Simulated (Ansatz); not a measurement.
Basis sets over 8 cases of the counterpoise-corrected interaction energy at CCSD(T) with Ansatz (Al to Cl present), each against its own reference: Hartree-Fock in aug-cc-pVQZ plus the correlation part extrapolated as X^-3 from aug-cc-pVTZ and aug-cc-pVQZ. By their distance from other large sets or by the extrapolation step the references are unsure by up to roughly 0.06 kcal/mol. Rigid monomers at fixed geometries; electronic energies; frozen cores; no added dispersion term; no relativity. Cartesian d functions in some cases of 6-31G*, 6-31+G*, 6-311G**, 6-311+G**. (X+d) sets on Al to Cl for cc-pVXZ and aug-cc-pVXZ. 

Cases are drawn at random; left out are references unsure by over 0.067 kcal/mol, doubtful singlets, and cases whose largest runs show a restricted determinant unstable towards unrestricted orbitals, <S^2> over 0.1 too high or, where CCSD(T) ran, T1 over 0.025 (0.045 for open shells). Sets are drawn from those converged to one state in every case.

Cases (SMILES) and reference values:
- F (HF) with FCl (F-Cl): -2.37 kcal/mol
- C#C (C2H2) with C[SiH3] (CH3-SiH3): -1.46 kcal/mol
- F (HF) with C[SiH3] (CH3-SiH3): -2.11 kcal/mol
- [H][H] (H2) with [SiH3][SiH3] (Si2H6): -0.51 kcal/mol
- F (HF) with S (H2S): -5.33 kcal/mol
- [SiH4] (SiH4) with CC#N: -1.79 kcal/mol
- Cl (HCl) with Cl (HCl): -2.01 kcal/mol
- F (HF) with Cl (HCl): -3.03 kcal/mol

Q: Rank these sets by mean absolute deviation from the references, smallest first: 6-31G; 6-31G*; def2-SV(P); 3-21G; aug-cc-pVDZ.

A: aug-cc-pVDZ (0.59 kcal/mol, signed 0.59), def2-SV(P) (1.21 kcal/mol, signed 1.21), 6-31G* (1.57 kcal/mol, signed 1.57), 6-31G (1.91 kcal/mol, signed 1.91), 3-21G (2.21 kcal/mol, signed 2.21)

Ansatz is a quantum-chemistry and plane-wave program.
